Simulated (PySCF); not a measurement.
# TiCl₄: calculation against measurement

Isolated TiCl₄, optimised in PySCF with density fitting and no spin–orbit coupling; def2 sets carry scalar-relativistic core potentials from Rb on. All levels below give a singlet of Td symmetry: B3LYP/def2-TZVP Ti–Cl 2.181 Å (×4); PBE0/def2-SVP Ti–Cl 2.155 Å (×4).

Formally Ti is in oxidation state +4, d0. The polar-tensor charge on Ti, 2.00, is far below the formal one.

Problem. The measured mean polarisability is 15.001 Å³ (NIST CCCBDB Release 22 (SRD 101), experimental polarizabilities). What do the calculations give?

Solution. B3LYP/def2-TZVP 12.99 Å³, PBE0/def2-SVP 10.36 Å³. Basis sets without diffuse functions underestimate polarisabilities.
